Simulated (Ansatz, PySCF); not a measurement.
The PySCF input:
```python
from pyscf import gto, scf, cc

mol = gto.M(
    atom='''
C    -1.154129   -0.133685   -0.004759
O    -0.726708   -1.119467    0.601489
O     0.009632    0.801733   -0.467424
C     1.286913    0.412188   -0.148326
H     1.794436    1.158845    0.491028
H     1.240270   -0.545558    0.407536
H     1.905198    0.257566   -1.052575
''',
    basis='sto-3g',
    charge=-1,
    spin=0,
    verbose=3,
)

mf = scf.RHF(mol)
mf.kernel()

mycc = cc.CCSD(mf, frozen=4)
mycc.kernel()
et = mycc.ccsd_t()
print('E(CCSD(T)) = %.10f' % (mycc.e_tot + et))
```

**Question.** Convert this to an input for Ansatz (a quantum-chemistry and plane-wave program).

**Answer.** This is not unique; one that fits is 
Ansatz 0.2 input:
```yaml
crystal:
  periodic: [false, false, false]
  atoms:
    - {symbol: C, position_ang: [-1.15412904, -0.13368505, -0.00475851]}
    - {symbol: O, position_ang: [-0.72670803, -1.11946687, 0.60148897]}
    - {symbol: O, position_ang: [0.00963198, 0.80173294, -0.46742437]}
    - {symbol: C, position_ang: [1.28691312, 0.41218812, -0.14832584]}
    - {symbol: H, position_ang: [1.79443639, 1.15884469, 0.49102832]}
    - {symbol: H, position_ang: [1.24026991, -0.54555805, 0.40753573]}
    - {symbol: H, position_ang: [1.90519756, 0.25756633, -1.05257476]}
basis:
  gaussian:
    orbitals: STO-3G
total_charge: -1
magnetization: {spin_polarized: false}
correlation: {method: ccsd_t, electrons: outside_noble_gas}
accuracy: high
```

Both were run: PySCF gave -224.254791 Eh and Ansatz -224.254791 Eh, 0.000 mEh apart.
